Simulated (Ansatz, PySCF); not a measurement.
Process, species as SMILES: OCl (HOCl) → [O]Cl + H atom (the H-O bond at the site shown breaks; other sites are not compared here)
Structures are relaxed separately at B3LYP-D3(BJ)/def2-TZVP in Ansatz (an electronic-structure program).

Wanted: bond dissociation energy (0 K, with B3LYP-D3(BJ) harmonic zero-point energies from PySCF), in kcal/mol. Cores are frozen in the correlated levels unless marked. UHF or UKS for open shells. Spin-orbit coupling is left out. No relativistic terms. CBS marks a two-point X^-3 extrapolation of the correlation energy; Hartree-Fock from the larger set.

| level | program | bond dissociation energy (kcal/mol) |
|---|---|---|
| HF/cc-pV(Q+d)Z | Ansatz | 65.1 |

### Question
Estimate the value at CCSD(T)/CBS(aug-cc-pV(T+d)Z,aug-cc-pV(Q+d)Z) as computed with Ansatz.

### Answer
94.8 kcal/mol
